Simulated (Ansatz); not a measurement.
One geometry of the cluster Cu₁₂Pd⁺, several levels of theory.

```yaml
crystal:
  periodic: [false, false, false]
  atoms:
    - {symbol: Pd, position_ang: [1.103584, -1.507770, -0.952453]}
    - {symbol: Cu, position_ang: [-1.293291, -1.789446, -0.088138]}
    - {symbol: Cu, position_ang: [-2.978832, 1.564751, 1.713009]}
    - {symbol: Cu, position_ang: [1.197868, 0.123460, -2.880734]}
    - {symbol: Cu, position_ang: [-2.878195, 0.105952, -0.198425]}
    - {symbol: Cu, position_ang: [1.162788, 1.032777, -0.604620]}
    - {symbol: Cu, position_ang: [2.597936, -0.322168, 0.818383]}
    - {symbol: Cu, position_ang: [-1.038541, 1.667909, 0.243026]}
    - {symbol: Cu, position_ang: [0.691885, 0.943246, 1.776415]}
    - {symbol: Cu, position_ang: [3.181003, -0.175999, -1.511514]}
    - {symbol: Cu, position_ang: [0.569273, -1.489138, 1.516811]}
    - {symbol: Cu, position_ang: [-0.868788, 0.069045, -1.581851]}
    - {symbol: Cu, position_ang: [-1.446712, -0.222621, 1.750080]}
basis:
  gaussian: {orbitals: def2-SVP, initial_orbitals: start.molden}
total_charge: 1
magnetization: {spin_polarized: true, initial_magnetization: 1}
hamiltonian: {xc: pbe}
correlation: {method: rpa, frozen_orbitals: {Cu: 9, Pd: 0}}
scf: {omitted_lower_state_checks: [starts]}
```

The file start.molden holds the orbitals of an earlier run on this structure, at another level or in another basis.

```sh
$ ansatz run in.yaml --threads 2 --pin off --events-out ev --progress --plain --max-ram 32768MiB --backend cuda --devices 0, --max-vram 18GiB
```

Output, abridged:

```
Functional definition: PBE
  name "PBE"
  cite "Perdew, Burke & Ernzerhof, Phys. Rev. Lett. 77, 3865 (1996) doi:10.1103/PhysRevLett.77.3865"
  parent pbe
  parameter kappa = 0.804
  parameter beta = 0.06672455060314922
  exchange = pbe_x(kappa = kappa, mu = beta*pi^2/3)
  correlation = pbe_c(beta = beta)
these checks for a lower state are left out or cut short: starts
4484 factors; integrals over basis functions are off by at most 8.8e-4 eV
mean field evaluation 1: about -539020.9116 eV, gradient 1.4e1 eV
mean field evaluation 2: about -539022.1593 eV, gradient 2.0e0 eV
mean field evaluation 4: about -539022.1770 eV, gradient 1.9e-1 eV
mean field evaluation 8: about -539022.1775 eV, gradient 1.5e-5 eV
mean field -539022.17752109 eV, -19808.6996615458 hartree, gradient 2.6e-6 eV, S^2 0.752404; 0 other end points of the search recorded, 0 dependent functions left out
108 core orbitals not correlated, not the lowest: weight in the atoms' cores, before any rotation towards them, 1.000 or more for the frozen orbitals, at most 0.000 for the correlated occupied ones
reference -538535.99054130 eV, -19790.8326195878 hartree; 75, 74 occupied and 220, 221 virtual orbitals, 4484 factors
Total energy: -538690.56995372 eV, -19796.5133082165 hartree
Checks for a lower state left out: starts
```

Hardware: 2 threads of AMD EPYC 7R13 on a shared host and a share (18 GiB) of an NVIDIA H100 80GB HBM3. Wall time 17 s, peak host memory 2.6 GiB.

First input, but with `gaussian: {orbitals: def2-SVP, fitting: {mean_field: def2-universal-jkfit}, initial_orbitals: start.molden}`, `hamiltonian: {xc: pbe0, dispersion: d4}`, `output: {orbitals: {seedname: orbitals}}` and without the key `correlation` (abridged; 17 s):

```
Functional definition: PBE0
mean field -539019.67154046 eV, -19808.6075684563 hartree, gradient 3.5e-5 eV, S^2 0.759582
Total energy: -539021.15302915 eV, -19808.6620121614 hartree
Checks for a lower state left out: starts
```

First input, but with `gaussian: {orbitals: def2-TZVP, fitting: {mean_field: def2-universal-jkfit}, initial_orbitals: start.molden}`, `hamiltonian: {xc: pbe0, dispersion: d4}`, `output: {orbitals: {seedname: orbitals}}` and without the key `correlation` (abridged; 19 s):

```
Functional definition: PBE0
mean field -539097.67588477 eV, -19811.4741752364 hartree, gradient 2.8e-5 eV, S^2 0.760356
Total energy: -539099.15737383 eV, -19811.5286189551 hartree
Checks for a lower state left out: starts
```

The first input with `gaussian: {orbitals: def2-SVP, fitting: {mean_field: def2-universal-jkfit}, initial_orbitals: start.molden}`, `hamiltonian: {xc: pbe, dispersion: d4}`, `output: {orbitals: {seedname: orbitals}}` and without the key `correlation` (abridged; 22 s):

```
Functional definition: PBE
mean field -539022.18638471 eV, -19808.6999872775 hartree, gradient 1.9e-5 eV, S^2 0.752404
Total energy: -539023.87286831 eV, -19808.7619644067 hartree
Checks for a lower state left out: starts
```

As the first input, with `gaussian: {orbitals: def2-TZVP, fitting: {mean_field: def2-universal-jkfit}, initial_orbitals: start.molden}`, `hamiltonian: {xc: r2scan, dispersion: d4}`, `output: {orbitals: {seedname: orbitals}}` and without the key `correlation` (abridged; 18 s):

```
Functional definition: r2SCAN
mean field -539178.26833876 eV, -19814.4358932930 hartree, gradient 2.6e-5 eV, S^2 0.758026
Total energy: -539178.61692577 eV, -19814.4487036291 hartree
Checks for a lower state left out: starts
```

As the first input, with `gaussian: {orbitals: def2-TZVP, fitting: {mean_field: def2-universal-jkfit}, initial_orbitals: start.molden}`, `hamiltonian: {xc: pbe, dispersion: d4}`, `output: {forces: true, orbitals: {seedname: orbitals}}` and without the key `correlation` (abridged; 16 s):

```
Functional definition: PBE
mean field -539102.80018399 eV, -19811.6624897591 hartree, gradient 2.0e-5 eV, S^2 0.752668
Total energy: -539104.48667106 eV, -19811.7244670158 hartree
Atom 0 force     0.044117    -0.118186    -0.033574 eV/Å
Atom 1 force    -0.095822    -0.322579    -0.054059 eV/Å
Atom 2 force    -0.239583     0.208503     0.187449 eV/Å
Atom 3 force    -0.012918     0.052838    -0.300038 eV/Å
Atom 4 force    -0.290063    -0.039704    -0.140779 eV/Å
Atom 5 force     0.077095     0.140192    -0.064067 eV/Å
Atom 6 force     0.256666    -0.071353     0.147898 eV/Å
Atom 7 force    -0.017744     0.280233    -0.047808 eV/Å
Atom 8 force     0.134520     0.217408     0.253443 eV/Å
Atom 9 force     0.284793     0.004898    -0.112730 eV/Å
Atom 10 force     0.042129    -0.254450     0.186518 eV/Å
Atom 11 force    -0.094092    -0.000077    -0.276097 eV/Å
Atom 12 force    -0.089098    -0.097722     0.253844 eV/Å
Dipole moment:    -0.084417     0.236223     0.026539 e Å
Checks for a lower state left out: starts
```

The first input with `correlation: {method: mp2, frozen_orbitals: {Cu: 9, Pd: 0}}`, `output: {orbitals: {seedname: orbitals}}` and without the key `hamiltonian` (abridged; 24 s):

```
Functional definition: HF
mean field -538551.00449612 eV, -19791.3843722506 hartree, gradient 9.4e-6 eV, S^2 0.867900
108 core orbitals not correlated, not the lowest: weight in the atoms' cores, before any rotation towards them, 1.000 or more for the frozen orbitals, at most 0.000 for the correlated occupied ones
second order -122.05925246 eV of doubles, -0.00000000 eV of singles
Total energy: -538673.06374858 eV, -19795.8699670437 hartree
Checks for a lower state left out: starts
```

Geometry: PBE-D4/def2-SVP.

In the def2 sets Pd takes a core potential; there is no spin–orbit coupling. Correlated methods freeze 108 core orbitals; core or outer-core shells of Pd are correlated, in sets that lack core-valence functions. Single mean-field runs in def2-SVP, def2-TZVP are fitted with def2-universal-jkfit. Another isomer (doublet) lies 0.58 eV lower at PBE0-D4/def2-TZVP; other spin states weren't run for this one.
